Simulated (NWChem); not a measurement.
System: C2H2BClO; SMILES OB(C#C)Cl

The following NWChem deck was run.

```
start job
memory heap 200 mb stack 900 mb global 1100 mb
geometry units angstroms noautosym nocenter noautoz
  B     -0.389739    -0.091219     0.000000
  C      0.174180     1.334196     0.000000
  C      0.602627     2.472947     0.000000
  H      0.993105     3.475508     0.000000
  Cl     0.707077    -1.466816     0.000000
  O     -1.710089    -0.347787     0.000000
  H     -2.241342     0.456571     0.000000
end
basis spherical
  B library 6-31g*
  C library 6-31g*
  H library 6-31g*
  Cl library 6-31g*
  O library 6-31g*
end
dft
  xc b3lyp
  iterations 150
end
property
  shielding
end
task dft property
```

NWChem printed, in part:

```
             Northwest Computational Chemistry Package (NWChem) 7.3.0
             --------------------------------------------------------

                             Geometry "geometry" -> ""
                             -------------------------

 Output coordinates in angstroms (scale by  1.889725989 to convert to a.u.)

  No.       Tag          Charge          X              Y              Z
 ---- ---------------- ---------- -------------- -------------- --------------
    1 B                    5.0000    -0.38973900    -0.09121900     0.00000000
    2 C                    6.0000     0.17418000     1.33419600     0.00000000
    3 C                    6.0000     0.60262700     2.47294700     0.00000000
    4 H                    1.0000     0.99310500     3.47550800     0.00000000
    5 Cl                  17.0000     0.70707700    -1.46681600     0.00000000
    6 O                    8.0000    -1.71008900    -0.34778700     0.00000000
    7 H                    1.0000    -2.24134200     0.45657100     0.00000000

 Effective nuclear repulsion energy (a.u.)     168.0885318893

                              NWChem Property Module
                              ----------------------

  itol2e modified to match energy
  convergence criterion.

                                 NWChem DFT Module
                                 -----------------

 Summary of "ao basis" -> "ao basis" (spherical)
 ------------------------------------------------------------------------------
       Tag                 Description            Shells   Functions and Types
 ---------------- ------------------------------  ------  ---------------------
 B                           6-31g*                  6       14   3s2p1d
 C                           6-31g*                  6       14   3s2p1d
 H                           6-31g*                  2        2   2s
 Cl                          6-31g*                  8       18   4s3p1d
 O                           6-31g*                  6       14   3s2p1d

  itol2e modified to match energy
  convergence criterion.

            General Information
            -------------------
          SCF calculation type: DFT
          Wavefunction type:  closed shell.
          No. of atoms     :     7
          No. of electrons :    44
           Alpha electrons :    22
            Beta electrons :    22
          Charge           :     0
          Spin multiplicity:     1
          Use of symmetry is: off; symmetry adaption is: off
          Maximum number of iterations: 150
          AO basis - number of functions:    78
                     number of shells:    36
          Convergence on energy requested:  1.00D-07
          Convergence on density requested:  1.00D-05
          Convergence on gradient requested:  5.00D-04

              XC Information
              --------------
                         B3LYP Method XC Potential
                     Hartree-Fock (Exact) Exchange  0.200
                        Slater Exchange Functional  0.800 local
                    Becke 1988 Exchange Functional  0.720 non-local
              Lee-Yang-Parr Correlation Functional  0.810
                  VWN I RPA Correlation Functional  0.190 local

             Grid Information
             ----------------
          Grid used for XC integration:  fine
          Radial quadrature: Mura-Knowles
          Angular quadrature: Lebedev.
          Tag              B.-S. Rad. Rad. Pts. Rad. Cut. Ang. Pts.
          ---              ---------- --------- --------- ---------
          B                   0.85       70          10.0       590
          C                   0.70       70          11.0       590
          H                   0.35       60          12.0       590
          Cl                  1.00      123          12.0       770
          O                   0.60       70          11.0       590
          Grid pruning is: on
          Number of quadrature shells:   523
          Spatial weights used:  Erf1

      Superposition of Atomic Density Guess
      -------------------------------------

 Sum of atomic energies:        -635.04799682

      Non-variational initial energy
      ------------------------------

 Total energy =    -637.044415
 1-e energy   =   -1206.311162
 2-e energy   =     401.178215
 HOMO         =      -0.338030
 LUMO         =      -0.005443

   convergence    iter        energy       DeltaE   RMS-Dens  Diis-err
 ---------------- ----- ----------------- --------- --------- ---------
 d= 0,ls=0.0,diis     1   -637.6247264483 -8.06D+02  1.42D-02  7.13D-01
 d= 0,ls=0.0,diis     2   -637.6181501051  6.58D-03  7.92D-03  9.11D-01
 d= 0,ls=0.0,diis     3   -637.7063346804 -8.82D-02  2.20D-03  7.14D-02
 d= 0,ls=0.0,diis     4   -637.7119836030 -5.65D-03  1.03D-03  1.01D-02
 d= 0,ls=0.0,diis     5   -637.7130780060 -1.09D-03  3.72D-04  1.29D-03
  Resetting Diis
 d= 0,ls=0.0,diis     6   -637.7132014035 -1.23D-04  1.58D-04  3.23D-04
 d= 0,ls=0.0,diis     7   -637.7132455963 -4.42D-05  2.87D-05  1.44D-06
 d= 0,ls=0.0,diis     8   -637.7132454918  1.05D-07  1.60D-05  2.37D-06
 d= 0,ls=0.0,diis     9   -637.7132457669 -2.75D-07  4.23D-06  1.96D-07
 d= 0,ls=0.0,diis    10   -637.7132457898 -2.29D-08  1.12D-06  2.05D-08

         Total DFT energy =     -637.713245789813
      One electron energy =    -1209.780525694577
           Coulomb energy =      456.513486160923
    Exchange-Corr. energy =      -52.534738145433
 Nuclear repulsion energy =      168.088531889274

 Numeric. integr. density =       44.000000261280

                       DFT Final Molecular Orbital Analysis
                       ------------------------------------

 Vector   20  Occ=2.000000D+00  E=-3.216733D-01
              MO Center=  5.1D-01, -8.2D-01,  5.3D-11, r^2= 2.9D+00
   Bfn.  Coefficient  Atom+Function         Bfn.  Coefficient  Atom+Function
  ----- ------------  ---------------      ----- ------------  ---------------
    51      0.518287  5 Cl px                52      0.383525  5 Cl py
    55      0.269073  5 Cl px                47     -0.202364  5 Cl px
    56      0.201894  5 Cl py                17      0.186991  2 C  px
    20     -0.157002  2 C  s                 48     -0.149862  5 Cl py
    31      0.124381  3 C  px                65      0.119962  6 O  px

 Vector   21  Occ=2.000000D+00  E=-2.985180D-01
              MO Center=  3.5D-01,  1.6D+00,  6.1D-11, r^2= 2.3D+00
   Bfn.  Coefficient  Atom+Function         Bfn.  Coefficient  Atom+Function
  ----- ------------  ---------------      ----- ------------  ---------------
    19      0.395325  2 C  pz                33      0.393764  3 C  pz
    37      0.244141  3 C  pz                23      0.232461  2 C  pz
    53     -0.213886  5 Cl pz                57     -0.122597  5 Cl pz
    67     -0.109919  6 O  pz                71     -0.087499  6 O  pz
    49      0.083270  5 Cl pz                 5      0.035876  1 B  pz

 Vector   22  Occ=2.000000D+00  E=-2.901032D-01
              MO Center=  4.3D-01,  1.3D+00,  4.3D-11, r^2= 3.1D+00
   Bfn.  Coefficient  Atom+Function         Bfn.  Coefficient  Atom+Function
  ----- ------------  ---------------      ----- ------------  ---------------
    31      0.370560  3 C  px                17      0.333932  2 C  px
    52     -0.270509  5 Cl py                35      0.243244  3 C  px
    51     -0.191289  5 Cl px                21      0.169885  2 C  px
    18     -0.154749  2 C  py                56     -0.152385  5 Cl py
    32     -0.133300  3 C  py                48      0.104298  5 Cl py

 Vector   23  Occ=0.000000D+00  E=-4.597309D-02
              MO Center= -2.7D-02,  8.0D-01, -1.5D-10, r^2= 3.4D+00
   Bfn.  Coefficient  Atom+Function         Bfn.  Coefficient  Atom+Function
  ----- ------------  ---------------      ----- ------------  ---------------
     5      0.414974  1 B  pz                37     -0.416458  3 C  pz
     9      0.392471  1 B  pz                33     -0.343298  3 C  pz
    71     -0.248464  6 O  pz                23      0.244941  2 C  pz
    67     -0.234306  6 O  pz                53     -0.198379  5 Cl pz
    57     -0.186717  5 Cl pz                19      0.174949  2 C  pz

 Vector   24  Occ=0.000000D+00  E= 1.560308D-02
              MO Center=  2.4D-02,  1.5D+00, -1.4D-12, r^2= 3.3D+00
   Bfn.  Coefficient  Atom+Function         Bfn.  Coefficient  Atom+Function
  ----- ------------  ---------------      ----- ------------  ---------------
    35      0.534901  3 C  px                21     -0.430254  2 C  px
    68     -0.390834  6 O  s                 31      0.372181  3 C  px
    78      0.363800  7 H  s                 17     -0.329056  2 C  px
     7     -0.289666  1 B  px                56      0.219322  5 Cl py
    22      0.209181  2 C  py                70     -0.194918  6 O  py

 Vector   25  Occ=0.000000D+00  E= 6.547737D-02
              MO Center= -1.6D+00,  3.2D-01,  3.7D-11, r^2= 3.9D+00
   Bfn.  Coefficient  Atom+Function         Bfn.  Coefficient  Atom+Function
  ----- ------------  ---------------      ----- ------------  ---------------
    78      1.312289  7 H  s                  6      0.921206  1 B  s
    68     -0.857070  6 O  s                 54     -0.450658  5 Cl s
    22      0.397744  2 C  py                56     -0.386516  5 Cl py
    36      0.360533  3 C  py                34     -0.345387  3 C  s
    70     -0.341589  6 O  py                55      0.320598  5 Cl px

     Multipole analysis of the density
     ---------------------------------

[...]

          -----------------------------------------
          Chemical Shielding Tensors (GIAO, in ppm)
          -----------------------------------------

                                NWChem CPHF Module
                                ------------------

  scftype          =     RHF
  nclosed          =       22
  nopen            =        0
  variables        =     1232
  # of vectors     =        3
  tolerance        = 0.10D-03
  level shift      = 0.00D+00
  max iterations   =       50
  max subspace     =       30

 SCF residual:    5.5103159815188099E-005

Iterative solution of linear equations
  No. of variables     1232
  No. of equations        3
  Maximum subspace       30
        Iterations       50
       Convergence  1.0D-04

   iter   nsub   residual    time
   ----  ------  --------  ---------
     1      3    4.11D-01      51.6
     2      6    1.40D-02      59.4
     3      9    1.83D-03      67.2
     4     12    1.10D-04      75.0
     5     15    5.47D-06      82.9

      Atom:    1  B
        Diamagnetic
    212.4685     -3.2197      0.0000
     -3.2197    209.0642     -0.0000
      0.0000     -0.0000    193.3111

        Paramagnetic
   -138.5485     -0.2650      0.0000
     -0.2650   -138.8085     -0.0000
      0.0000     -0.0000    -91.6143

        Total Shielding Tensor
     73.9200     -3.4847      0.0000
     -3.4847     70.2557     -0.0000
      0.0000     -0.0000    101.6968

           isotropic =      81.9575
          anisotropy =      29.6089

          Principal Components and Axis System
                 1           2           3
              101.6968     76.0249     68.1508

      1         0.0000      0.8560      0.5170
      2        -0.0000     -0.5170      0.8560
      3         1.0000     -0.0000      0.0000

      Atom:    2  C
        Diamagnetic
    240.7398     18.3980     -0.0000
     18.3980    279.5519     -0.0000
     -0.0000     -0.0000    231.6232

        Paramagnetic
   -177.3725     67.5759     -0.0000
     67.5759    -19.8887      0.0000
     -0.0000      0.0000   -207.4563

        Total Shielding Tensor
     63.3673     85.9739     -0.0000
     85.9739    259.6632     -0.0000
     -0.0000     -0.0000     24.1668

           isotropic =     115.7325
          anisotropy =     264.3913

          Principal Components and Axis System
                 1           2           3
              291.9933     31.0372     24.1668

      1         0.3520      0.9360      0.0000
      2         0.9360     -0.3520     -0.0000
      3        -0.0000     -0.0000      1.0000

      Atom:    3  C
        Diamagnetic
    268.1391      5.6872     -0.0000
      5.6872    278.6958     -0.0000
     -0.0000     -0.0000    266.1708

        Paramagnetic
   -210.3905     55.7245      0.0000
     55.7245    -72.7690      0.0000
      0.0000      0.0000   -218.1278

        Total Shielding Tensor
     57.7486     61.4117     -0.0000
     61.4117    205.9267      0.0000
     -0.0000      0.0000     48.0430

           isotropic =     103.9061
          anisotropy =     186.2453

          Principal Components and Axis System
                 1           2           3
              228.0696     48.0430     35.6057

      1         0.3392     -0.0000      0.9407
      2         0.9407      0.0000     -0.3392
      3         0.0000      1.0000      0.0000

      Atom:    4  H
        Diamagnetic
     26.1067      5.7718     -0.0000
      5.7718     38.6796     -0.0000
     -0.0000     -0.0000     23.9337

        Paramagnetic
      1.0776     -2.3203      0.0000
     -2.3203     -2.8872      0.0000
      0.0000      0.0000      1.8551

        Total Shielding Tensor
     27.1843      3.4515      0.0000
      3.4515     35.7924      0.0000
      0.0000      0.0000     25.7888

           isotropic =      29.5885
          anisotropy =      11.1253

          Principal Components and Axis System
                 1           2           3
               37.0054     25.9713     25.7888

      1         0.3316      0.9434      0.0000
      2         0.9434     -0.3316     -0.0000
      3         0.0000     -0.0000      1.0000

      Atom:    5  Cl
        Diamagnetic
   1149.0422     -4.0215      0.0000
     -4.0215   1150.8666      0.0000
      0.0000      0.0000   1145.3542

        Paramagnetic
   -512.9722   -148.2234     -0.0000
   -148.2234   -256.0915     -0.0000
     -0.0000     -0.0000   -239.6625

        Total Shielding Tensor
    636.0700   -152.2449     -0.0000
   -152.2449    894.7750     -0.0000
     -0.0000     -0.0000    905.6916

           isotropic =     812.1789
          anisotropy =     229.5299

          Principal Components and Axis System
                 1           2           3
              965.1988    905.6916    565.6462

      1        -0.4198     -0.0000      0.9076
      2         0.9076      0.0000      0.4198
      3        -0.0000      1.0000      0.0000

      Atom:    6  O
        Diamagnetic
    411.3735     -5.7800      0.0000
     -5.7800    385.2710     -0.0000
      0.0000     -0.0000    375.1362

        Paramagnetic
   -239.6229     79.0325      0.0000
     79.0325   -336.2990     -0.0000
      0.0000     -0.0000    -93.1918

        Total Shielding Tensor
    171.7506     73.2526      0.0000
     73.2526     48.9720     -0.0000
      0.0000     -0.0000    281.9444

           isotropic =     167.5556
          anisotropy =     171.5831

          Principal Components and Axis System
                 1           2           3
              281.9444    205.9363     14.7863

      1         0.0000      0.9062     -0.4229
      2        -0.0000      0.4229      0.9062
      3         1.0000      0.0000      0.0000

      Atom:    7  H
        Diamagnetic
     33.6948    -11.9014     -0.0000
    -11.9014     33.7660     -0.0000
     -0.0000     -0.0000     16.5249

        Paramagnetic
     -2.2796      8.0776     -0.0000
      8.0776     -7.1243     -0.0000
     -0.0000     -0.0000      6.1950

        Total Shielding Tensor
     31.4153     -3.8238     -0.0000
     -3.8238     26.6417     -0.0000
     -0.0000     -0.0000     22.7199

           isotropic =      26.9257
          anisotropy =       9.9157

          Principal Components and Axis System
                 1           2           3
               33.5361     24.5209     22.7199

      1         0.8745      0.4850      0.0000
      2        -0.4850      0.8745      0.0000
      3         0.0000     -0.0000      1.0000
```

Level: B3LYP/6-31G* (spherical d), GIAO. Structure relaxed at the PBE0/def2-SVP level. The printed shielding anisotropy is the first printed principal value minus the mean of the other two.
